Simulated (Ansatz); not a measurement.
`SC#Cc1ccc(C#Cc2ccc(C#Cc3ccc(S)cc3)cc2)cc1`, relaxed as a singlet with RKS r2SCAN-D4/def2-SVP in Ansatz, starting from the GFN2-xTB geometry. Force threshold 0.03 eV/Å.

Single mean-field runs in def2-SVP are fitted with def2-universal-jkfit.

Start:

```csv
atom,x (Å),y (Å),z (Å)
S1,6.4569,0.4796,9.9658
C2,5.5065,0.4721,8.5636
C3,4.8883,0.3802,7.5314
C4,4.1218,0.3250,6.3447
C5,4.4821,1.0967,5.2377
C6,3.7370,1.0391,4.0800
C7,2.6163,0.2081,4.0049
C8,1.8524,0.1484,2.8179
C9,1.2009,0.0968,1.8017
C10,0.4319,0.0399,0.6180
C11,0.7413,-0.8852,-0.3822
C12,-0.0120,-0.9387,-1.5349
C13,-1.0893,-0.0676,-1.7140
C14,-1.8575,-0.1213,-2.8979
C15,-2.5113,-0.1696,-3.9127
C16,-3.2567,-0.2437,-5.1101
C17,-4.3455,-1.1106,-5.2124
C18,-5.0548,-1.2069,-6.3921
C19,-4.6861,-0.4351,-7.4868
S20,-5.5475,-0.5306,-9.0274
C21,-3.6122,0.4433,-7.3888
C22,-2.9030,0.5393,-6.2112
C23,-1.3991,0.8560,-0.7131
C24,-0.6463,0.9101,0.4397
C25,2.2566,-0.5638,5.1126
C26,3.0016,-0.5062,6.2704
H27,5.8284,1.5182,10.5289
H28,5.3501,1.7367,5.2986
H29,4.0128,1.6345,3.2218
H30,1.5768,-1.5562,-0.2437
H31,0.2247,-1.6546,-2.3086
H32,-4.6297,-1.7104,-4.3603
H33,-5.8941,-1.8843,-6.4621
H34,-6.4326,-1.4490,-8.6432
H35,-3.3408,1.0448,-8.2430
H36,-2.0682,1.2199,-6.1354
H37,-2.2334,1.5281,-0.8521
H38,-0.8836,1.6251,1.2143
H39,1.3896,-1.2055,5.0515
H40,2.7275,-1.1027,7.1284
```

```tsv
step	energy (eV)	largest force component (eV/Å)	SCF passes
1	-46741.1143	1.979	25
2	-46741.3198	0.316	22
3	-46741.3373	0.162	23
4	-46741.3377	0.149	22
5	-46741.3391	0.035	21
6	-46741.3394	0.209	20
7	-46741.3416	0.118	22
8	-46741.3484	0.030	21
9	-46741.3505	0.316	21
10	-46741.3535	0.196	21
11	-46741.3565	0.135	22
13	-46741.3600	0.029	21
15 (rejected)	-46741.3587	0.452	21
17	-46741.3654	0.109	21
19	-46741.3681	0.113	20
21 (rejected)	-46741.3693	0.261	20
23	-46741.3790	0.069	19
25	-46741.3890	0.147	19
27	-46741.4083	0.207	19
29	-46741.4359	0.196	19
31	-46741.4657	0.181	19
33	-46741.4843	0.047	20
35	-46741.4912	0.062	21
37	-46741.4930	0.039	19
38	-46741.4934	0.020	21
```

Force components are those of the run's own axes.

End:

| atom | x (Å) | y (Å) | z (Å) |
| --- | --- | --- | --- |
| S1 | 6.3590 | 0.3932 | 10.1547 |
| C2 | 5.5040 | 0.4585 | 8.7087 |
| C3 | 4.8424 | 0.3950 | 7.6783 |
| C4 | 4.0885 | 0.3356 | 6.4791 |
| C5 | 3.9441 | 1.4773 | 5.6559 |
| C6 | 3.2071 | 1.4160 | 4.4819 |
| C7 | 2.5815 | 0.2122 | 4.0788 |
| C8 | 1.8279 | 0.1508 | 2.8807 |
| C9 | 1.1757 | 0.0971 | 1.8436 |
| C10 | 0.4211 | 0.0350 | 0.6463 |
| C11 | -0.2365 | -1.1598 | 0.2650 |
| C12 | -0.9763 | -1.2205 | -0.9068 |
| C13 | -1.0907 | -0.0900 | -1.7518 |
| C14 | -1.8477 | -0.1516 | -2.9478 |
| C15 | -2.5048 | -0.2042 | -3.9816 |
| C16 | -3.2664 | -0.2641 | -5.1758 |
| C17 | -3.9664 | -1.4388 | -5.5338 |
| C18 | -4.7155 | -1.4985 | -6.7038 |
| C19 | -4.7901 | -0.3840 | -7.5585 |
| S20 | -5.7182 | -0.3781 | -9.0602 |
| C21 | -4.0961 | 0.7912 | -7.2135 |
| C22 | -3.3484 | 0.8496 | -6.0440 |
| C23 | -0.4300 | 1.1035 | -1.3723 |
| C24 | 0.3092 | 1.1645 | -0.2000 |
| C25 | 2.7263 | -0.9281 | 4.9044 |
| C26 | 3.4643 | -0.8692 | 6.0779 |
| H27 | 6.8304 | 1.6663 | 10.1383 |
| H28 | 4.4212 | 2.4138 | 5.9555 |
| H29 | 3.1019 | 2.3044 | 3.8542 |
| H30 | -0.1556 | -2.0387 | 0.9099 |
| H31 | -1.4819 | -2.1474 | -1.1898 |
| H32 | -3.9154 | -2.3105 | -4.8762 |
| H33 | -5.2479 | -2.4207 | -6.9550 |
| H34 | -6.1785 | -1.6443 | -8.9633 |
| H35 | -4.1456 | 1.6653 | -7.8698 |
| H36 | -2.8135 | 1.7669 | -5.7849 |
| H37 | -0.5108 | 1.9824 | -2.0171 |
| H38 | 0.8143 | 2.0916 | 0.0834 |
| H39 | 2.2477 | -1.8639 | 4.6048 |
| H40 | 3.5697 | -1.7579 | 6.7050 |

By distances, no bond broke or formed. The bond that changes most is C2–C3, from 1.21 to 1.23 Å (atoms count from 1).

The force fell under the threshold at step 8, but the optimiser went on and released 0.145 eV more. No frequencies were taken in this run, so the end may be a saddle point.

Run time 2.9 min (2 threads of AMD EPYC 7R13 on a shared host and a share (18 GiB) of an NVIDIA H100 80GB HBM3), peak host memory 0.94 GiB.
